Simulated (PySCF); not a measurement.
## Basis-set dependence of TiO at PBE0

PySCF, UKS reference; triplet, unpaired electrons σ ↑, δ ↑; De to Ti (3d2 4s2) + O without counterpoise correction.

```tsv
basis	relativity	functions	Re (Å)	ωe (cm⁻¹)	De (eV)	μ (D)
def2-TZVP	no relativity	76	1.599	1075	n/a	-3.81
def2-TZVPP	no relativity	95	1.597	1070	n/a	-3.46
def2-TZVPPD	no relativity	107	1.598	1067	n/a	-3.48
```

(1) How does each smaller set differ from the one with most functions, def2-TZVPPD?

A positive dipole means Ti(−)O(+). De is left out where the level can put another filling of the metal’s s and d shells below the measured ground configuration, by anything from nothing to about 1 eV. The state is the lowest single determinant that the PBE0 search found; with open d or f shells the true ground state can be another one.

## Answers

(1) def2-TZVP: +0.1 pm, +0.7 % in ωe; def2-TZVPP: -0.1 pm, +0.3 % in ωe. All at PBE0; the set with most functions is neither the basis-set limit nor always the best.
